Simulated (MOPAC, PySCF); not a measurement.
CI₄, SMILES `IC(I)(I)I`, neutral singlet in the gas phase. 

Z-matrix (Å, degrees):
```
C
I 1 2.1484
I 1 2.1484 2 109.47
I 1 2.1485 2 109.47 3 120.01
I 1 2.1485 2 109.46 4 119.99
```
Charge 0, spin multiplicity 1.

All levels are single points at this geometry (PBE0-D4/def2-TZVP); Pople sets use spherical d functions. Orbital energies aren't observables, and empty levels follow the basis.

```json
[
 {"level": "B3LYP-D3(BJ)/def2-TZVP in PySCF", "HOMO (eV)": "-7.05", "LUMO (eV)": "-3.54", "gap (eV)": "3.51", "dipole (D)": "0.00", "vertical IE, Delta-SCF (eV)": "8.85"},
 {"level": "PBE0-D4/def2-TZVP in PySCF", "HOMO (eV)": "-7.30", "LUMO (eV)": "-3.38", "gap (eV)": "3.92", "dipole (D)": "0.00", "vertical IE, Delta-SCF (eV)": "8.97"},
 {"level": "B3LYP/LANL2DZ in PySCF", "HOMO (eV)": "-7.14", "LUMO (eV)": "-3.62", "gap (eV)": "3.52", "dipole (D)": "0.00", "vertical IE, Delta-SCF (eV)": "–"},
 {"level": "M06-2X/6-31G* (LANL2DZ on I) in PySCF", "HOMO (eV)": "-8.30", "LUMO (eV)": "-2.65", "gap (eV)": "5.65", "dipole (D)": "0.00", "vertical IE, Delta-SCF (eV)": "–"},
 {"level": "PM3 in MOPAC", "HOMO (eV)": "-9.54", "LUMO (eV)": "-2.76", "gap (eV)": "6.78", "dipole (D)": "0.00", "vertical IE, Delta-SCF (eV)": "–"},
 {"level": "PM7 in MOPAC", "HOMO (eV)": "-9.30", "LUMO (eV)": "-1.45", "gap (eV)": "7.85", "dipole (D)": "0.00", "vertical IE, Delta-SCF (eV)": "–"}
]
```
